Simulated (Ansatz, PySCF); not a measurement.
This PySCF input computes a PBE0/def2-TZVPD energy:

```python
from pyscf import gto, scf, dft

mol = gto.M(
    atom='''
    Ga    0.33229674    0.09962386    0.36596543
    O     0.54446695    0.03557473   -1.56196276
    H    -0.29118963   -0.18596325   -1.99132501
    O    -1.55636113   -0.33894457    0.44754231
    H    -1.91485587   -0.47541784   -0.43823955
    ''',
    basis='def2-tzvpd',
    charge=-1,
    spin=0,
    verbose=4,
)

mf = dft.RKS(mol, xc='pbe0').density_fit(auxbasis='def2-universal-jkfit')
mf.grids.level = 3
mf.conv_tol = 1e-9
mf.max_cycle = 100
mf.max_memory = 1500
mf.kernel()
if not mf.converged:
    mf = mf.newton()
    mf.kernel(mf.make_rdm1())
mf.analyze()
```

Task: Write an input for the same energy in Ansatz (an electronic-structure program) and say what it gives.

Result: 
Ansatz 0.2 input:
```yaml
crystal:
  periodic: [false, false, false]
  atoms:
    - {symbol: Ga, position_ang: [0.33229674, 0.09962386, 0.36596543]}
    - {symbol: O, position_ang: [0.54446695, 0.03557473, -1.56196276]}
    - {symbol: H, position_ang: [-0.29118963, -0.18596325, -1.99132501]}
    - {symbol: O, position_ang: [-1.55636113, -0.33894457, 0.44754231]}
    - {symbol: H, position_ang: [-1.91485587, -0.47541784, -0.43823955]}
basis:
  gaussian:
    orbitals: def2-TZVPD
hamiltonian:
  xc: {name: PBE0}
total_charge: -1
output: {forces: true}
```
It gives -2076.25503 Eh, and PySCF -2076.25508 Eh, a difference of 0.05 mEh, from the treatment of integrals and grids.
